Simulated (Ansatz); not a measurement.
**How methods differ on GeSiH4F2 (SMILES F[SiH](F)[GeH3])**

GeSiH4F2 has 8 atoms, charge 0, and is taken as a singlet. SMILES: `F[SiH](F)[GeH3]`. Geometry: optimised at r2SCAN/def2-SVP.

```xyz
8

F     1.2849   -1.4385    1.2088
Si    1.1363   -0.1149    0.2852
F     1.9779   -0.3895   -1.0726
Ge   -1.1441    0.1716   -0.2758
H     1.7871    1.0123    1.0011
H    -1.9786    0.3878    0.9941
H    -1.6568   -1.0769   -1.0043
H    -1.3148    1.3910   -1.1921
```

Quantity: the dissociation energy of the Si2–F1 bond into doublet GeSiH4F and doublet F (shapes relaxed at r2SCAN/def2-SVP, no zero-point term), in eV. The values are calculated.

| level | kind | program | value (eV) |
| --- | --- | --- | --- |
| HF/def2-SVP | Hartree–Fock | Ansatz | 4.93 |
| PBE/def2-SVP | GGA | Ansatz | 6.61 |
| r2SCAN/def2-SVP | meta-GGA | Ansatz | 6.48 |
| B3LYP/def2-SVP | global hybrid | Ansatz | 6.47 |
| MP2/def2-SVP | perturbation theory | Ansatz | 6.60 |

All-electron rows without a relativistic Hamiltonian named are non-relativistic. The values span 4.93 to 6.61 eV. Hartree–Fock misses the correlation of the electron pair that is broken and comes out low. Measured bond enthalpies also hold zero-point and thermal terms, a few tenths of an eV less. In the correlated wave-function rows the outer d shell of Ge is correlated, in sets not made for it.
